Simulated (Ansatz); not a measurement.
A made-up structure of GaSiH₅, singlet:

Si1  (-0.764, -0.464, -0.522)
Ga2  (1.029, 0.580, 0.711)
H3  (0.456, 0.385, 2.116)
H4  (-0.396, -1.795, -1.076)
H5  (-1.134, 0.416, -1.669)
H6  (2.522, 0.111, 0.556)
H7  (0.724, 1.782, 1.680)
(Å)

It is relaxed with PBE-D4/def2-SVP and then PBE0-D4/def2-TZVP (Ansatz 0.2.0). Atoms count as bonded within 1.22 times the sum of their covalent radii (H–H: 0.88 Å). The end point is not checked to be a true minimum.

**Question.** Does its bonding change? (Judge from chemistry; the calculation decides.)

**Answer.** Computed: Yes. Formed: Si1–H3; broken: Ga2–H3.

Where it ends: The first stage lowers the energy by 3.64 eV in 22 steps. It ends as GaSiH₅ ([SiH3][GaH2]):
Si1  (-0.445, -0.407, -0.112)
Ga2  (1.416, 0.892, 0.709)
H3  (-1.163, -1.000, 1.055)
H4  (-0.012, -1.531, -0.988)
H5  (-1.427, 0.419, -0.868)
H6  (2.825, 0.230, 0.935)
H7  (1.244, 2.414, 1.065)
(Å)

Labels in which every atom is bracketed show which atoms are joined, not bond orders.

For scale, one of the runs: PBE0-D4/def2-TZVP relaxation, 115 basis functions, launched by `ansatz run in.yaml --threads 2 --pin off --events-out ev --progress --plain --max-ram 4352MiB`. Hardware: 2 CPU threads of an Arm Neoverse V1, shared host. Wall time about 12 s.
